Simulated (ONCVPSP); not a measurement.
**Nb: one change to an ONCV potential, before and after**

* Element: niobium (Nb)
* Generator: ONCVPSP 4.0.1
* Type: optimised norm-conserving Vanderbilt (ONCV)
* Functional: PBEsol
* Relativity: scalar-relativistic
* Frozen core: [Ar] 3d10
* Valence charge: 13
* Reference configuration: 4s2 4p6 4d4 5s1
* Partial waves: 4s+5s: rc 1.55 bohr, ncon 4, nbas 8, qcut 7.9 1/bohr, 2 projectors; 4p: rc 1.85 bohr, ncon 5, nbas 8, qcut 8 1/bohr, 2 projectors, debl 3.9 Ha; 4d: rc 2.20 bohr, ncon 4, nbas 8, qcut 6.1 1/bohr, 2 projectors, debl 2.3 Ha; f scattering state at 0.31 Ha: rc 1.65 bohr, ncon 4, nbas 7, qcut 6.7 1/bohr, 2 projectors, debl 2.2 Ha
* Local potential: polynomial inside 1.35 bohr (lpopt 5, dvloc0 0 Ha)
* Core correction: Teter function, fcfact 4, rcfact 1.2

Change: p: qcut 9.1.

Cutoffs: the cutoffs (Ha) at which the residual kinetic energy of the hardest occupied pseudo-wave falls to 1 and 0.1 mHa per electron; they do not see the model core or the augmentation charge, which bear on the density cutoff. Errors are all-electron minus pseudo energies relative to the spin-unpolarised reference configuration.

How do hardness, ghosts and transferability respond?

The potential gets harder (23 Ha and 26 Ha → 25 Ha and 31 Ha); the errors of the 3 common tests hardly move; neither file shows a bound ghost. The waves are optimised to have the least kinetic energy above qcut, so the cutoff follows it (qcut²/2 in Ha).

```csv
quantity,base,changed
"cutoff, loose",23 Ha,25 Ha
"cutoff, tight",26 Ha,31 Ha
loose cutoff by channel,"s 23 Ha, p 21 Ha, d 14 Ha","s 23 Ha, p 25 Ha, d 14 Ha"
bound ghosts,none,none
GHOST(+) flags under 300 eV,s at 266.9 eV,s at 266.9 eV
tests with a reliable result,3 of 4,3 of 4
"error for 4s2 4p6 4d4 5s0, meV [ΔE 6.65 eV]",-1.0,-1.0
"error for 4s2 4p6 4d3 5s0, meV [ΔE 20.68 eV]",-0.6,-0.6
"error for 4s2 4p6 4d3 5s1, meV [ΔE 7.04 eV]",+1.8,+1.8
s: phases at 1.57 bohr within 0.05 rad from the reference energy up to (Ha; the scan ends near 5),to the end of the scan,to the end of the scan
p: phases at 1.88 bohr within 0.05 rad from the reference energy up to (Ha; the scan ends near 5),to the end of the scan,to the end of the scan
d: phases at 2.24 bohr within 0.05 rad from the reference energy up to (Ha; the scan ends near 5),to the end of the scan,to the end of the scan
f: phases at 1.68 bohr within 0.05 rad from the reference energy up to (Ha; the scan ends near 5),to the end of the scan,to the end of the scan
"rms error of d²Exc/dni dnj with the model core, mHa",0.68,0.68
```
